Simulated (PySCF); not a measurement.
Computed shifts of a molecule CH10N2Si2, PBE/pcSseg-1 (PySCF), GIAO, gas phase, equivalent atoms averaged, in ppm (number of nuclei): ¹⁵N: 29.1 (1), 3.3 (1). ¹³C: 35.6 (1). ²⁹Si: -30.4 (1), -56.6 (1). ¹H: 5.23 (1), 5.17 (3), 5.07 (1), 2.96 (1), 2.77 (1), 1.28 (1), 0.95 (1), 0.12 (1). References: ¹⁵N against NH3 (σ = 267.0 ppm); ¹³C against TMS (σ = 182.0 ppm); ²⁹Si against TMS (σ = 335.4 ppm); ¹H against TMS (σ = 31.49 ppm), references at their B3LYP-D3(BJ)/def2-TZVP geometries, non-relativistic. Geometry: B3LYP-D3(BJ)/def2-SVP. One conformer was computed; it need not be the lowest.

**Question.** Which molecule gave these data?
A) C[Si](N)(N)[SiH3]
B) NC[Si@@H](N)[SiH3]
C) C[Si@@H](N)[SiH2]N
D) NC[SiH2]N[SiH3]

**Answer.** D, NC[SiH2]N[SiH3]
